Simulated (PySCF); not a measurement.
Compound: [InCl4]- (charge -1).
Geometry (PBE0-D3(BJ)/def2-SVP, Å), atoms numbered from 1 in this order:
```
atom  x, y, z in Å
In1    0.0218   -0.0141    0.0015
Cl2   -0.2315   -0.1625    2.3773
Cl3    2.3433    0.0051   -0.5832
Cl4   -1.0256    1.9645   -0.8474
Cl5   -1.0333   -1.9035   -1.0103
```

Computed, not measured: PBE0-D3(BJ)/def2-SVP geometry optimisation, gas phase, def2 core potentials past Kr (PySCF 2.14.0).

Problem. Which atoms are bound to In1, and at what distances?

Solution. 4 atoms: Cl5 2.389 Å, Cl2 2.394 Å, Cl3 2.394 Å, Cl4 2.394 Å.

Problem. List the angles at In1.

Solution. 
| angle | degrees | distance of the outer atoms (Å) |
| --- | --- | --- |
| Cl2–In1–Cl4 | 110.9 | 3.94 |
| Cl2–In1–Cl3 | 110.2 | 3.93 |
| Cl3–In1–Cl5 | 109.3 | 3.90 |
| Cl3–In1–Cl4 | 109.3 | 3.91 |
| Cl2–In1–Cl5 | 108.9 | 3.89 |
| Cl4–In1–Cl5 | 108.1 | 3.87 |

Problem. What is the shape at In1?

Solution. Tetrahedral: angles from 108.1° to 110.9°; τ4 = (360° − α − β)/141° = 0.99 with α and β the two widest (0 for a square, 1 for a tetrahedron).

Charge -1, singlet. PBE0-D3(BJ)/def2-SVP frequencies: not computed here.

On one thread of an Arm Neoverse V1, shared host with 32 logical CPUs at a one-minute load of 15, this took 47 s wall and 0.40 GiB of memory at its peak. That covers the optimisation of the geometry.
